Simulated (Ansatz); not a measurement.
`[SiH]Br` + `CBC` → `C[Si]Br` + `BC` at 500 K and 1 bar (redistribution).

Gas-phase electronic energies from Ansatz, PBE0-D4/def2-TZVP geometries. CCSD(T)/CBS adds triple-zeta CCSD(T) − MP2 to the extrapolated MP2 energy (def2 sets, frozen cores). This one scheme is used for every species. For Br outer-core shells are correlated without core-valence functions, which leaves a few kJ/mol of doubt a bond. Scalar relativity is left out up to krypton.

```csv
species,CCSD(T)/CBS energy (Eh),H − E (kJ/mol),S (J/(mol·K))
`[SiH]Br`,-2862.97869,39.2,286.1
`CBC`,-105.11307,257.5,335.4
`C[Si]Br`,-2902.25975,126.6,348.9
`BC`,-65.83255,172.2,281.8
```

H − E and S are ideal-gas, rigid-rotor, harmonic terms from PBE0-D4/def2-TZVP, for one conformer and one mirror image of each species. 1 Eh = 2625.50 kJ/mol, R = 8.31446 J/(mol·K).

Problem. By hand: ΔE, ΔH, ΔS and ΔG.

Solution. ΔE = (-2902.25975) + (-65.83255) − (-2862.97869) − (-105.11307) = -0.00054 Eh = -1.4 kJ/mol. Δ(H − E) = 126.6 + 172.2 − 39.2 − 257.5 = 2.1, so ΔH = 0.7 kJ/mol. ΔS = 348.9 + 281.8 − 286.1 − 335.4 = 9.2 J/(mol·K). ΔG = 0.7 − 500 × (9.2)/1000 = -3.9 kJ/mol.

Problem. By hand: the equilibrium constant, and the temperature at which ΔG would vanish if ΔH and ΔS stayed fixed.

Solution. log₁₀ K = −ΔG/(RT ln 10) = 0.4. ΔG = 0 at ΔH/ΔS = 76 K, though so small a ΔH makes that figure unsure.

TΔS isn't small against ΔH here. The sign of ΔG lies within the doubt. A doubt of 5 kJ/mol in ΔE shifts log₁₀ K by 0.5 here. Other conformers and mirror images would add mixing entropy, several J/(mol·K) or more a flexible species. These are equilibria of isolated gas molecules and say nothing of rates. Largest T1 diagnostic: 0.011 (customary marks: 0.02 for closed shells, 0.045 for open ones).
